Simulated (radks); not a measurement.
The numbers below are computed, except where a source is named.
Charge is removed step by step from the 3p (averaged over the sub-levels emptied) level of Pm, starting from [Xe] 4f5 6s2. Code: a radial shooting solver on a logarithmic mesh with Libxc functionals. Model: Dirac Kohn-Sham, PBE, spin-unpolarised, spherical densities, point nucleus; open shells are shared between the two j in proportion to 2j + 1.

removed (e)  E - E(0) (eV)  eigenvalue (eV)  E minus straight line (eV)
0                    0.000          -1352.7                       0.000
0.1                 135.48          -1356.9                      -2.006
0.2                 271.39          -1361.2                      -3.583
0.3                 407.73          -1365.6                      -4.724
0.4                 544.52          -1370.1                      -5.422
0.5                 681.75          -1374.6                      -5.671
0.6                 819.44          -1379.2                      -5.466
0.7                 957.59          -1383.8                      -4.800
0.8                 1096.2          -1388.5                      -3.670
0.9                 1235.3          -1393.2                      -2.072
1                   1374.8          -1397.9                       0.000

Removing the whole electron costs 1374.8 eV by Delta-SCF, against 1352.7 eV from minus the eigenvalue at the starting occupation. Slater's transition state (half an electron removed) gives 1374.6 eV. Integrating minus the eigenvalue over the occupation (Janak's theorem) gives 1374.8 eV. The mean slope of the eigenvalue, de/dn, is 45.3 eV per electron.
